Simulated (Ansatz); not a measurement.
Reaction (redistribution): `CB(O)Br` + `[NH2][InH][NH2]` → `CB(N)O` + `[NH2][InH][Br]`

Isolated molecules relaxed with PBE0-D4/def2-TZVP in Ansatz; ΔE leaves out vibrations. CCSD(T)/CBS adds triple-zeta CCSD(T) − MP2 to the extrapolated MP2 energy (def2 sets, frozen cores). This one scheme is used for every species. Functionals use def2-TZVPP. HSE06 is defined as in plane-wave codes. def2 core potentials past Kr. For Br, In outer-core shells are correlated without core-valence functions, which leaves a few kJ/mol of doubt a bond. Scalar relativity is left out up to krypton. Each species was taken in one conformer, which may not be the lowest.

CCSD(T)/CBS gives -149.6 kJ/mol.

(1) Another level gave -159.1 kJ/mol. Which?
A. revPBE-D4/def2-TZVPP
B. LDA (SPW92)/def2-TZVPP
C. BHLYP-D4/def2-TZVPP
D. HSE06/def2-TZVPP

(2) What do rigid-rotor, harmonic-oscillator terms from PBE0-D4/def2-TZVP frequencies (298.15 K, 1 bar) make of the CCSD(T)/CBS value? (Best estimate.)

Largest T1 diagnostic among the species: 0.015.

Results:

(1) D. HSE06 -159.1, revPBE-D4 -146.4, LDA (SPW92) -153.0, BHLYP-D4 -169.3 kJ/mol.

(2) The calculation gave: ΔZPE = +6.4 kJ/mol, ΔH = -143.9 kJ/mol, ΔS = 1 J/(mol·K), ΔG = -144.2 kJ/mol.

From BLYP to BHLYP (50 % exact exchange), in def2-TZVPP and without D4, ΔE moves by −17.1 kJ/mol. At CCSD(T), def2-SVP lies −15.1 kJ/mol from the extrapolated value and def2-TZVPP +0.5 kJ/mol.
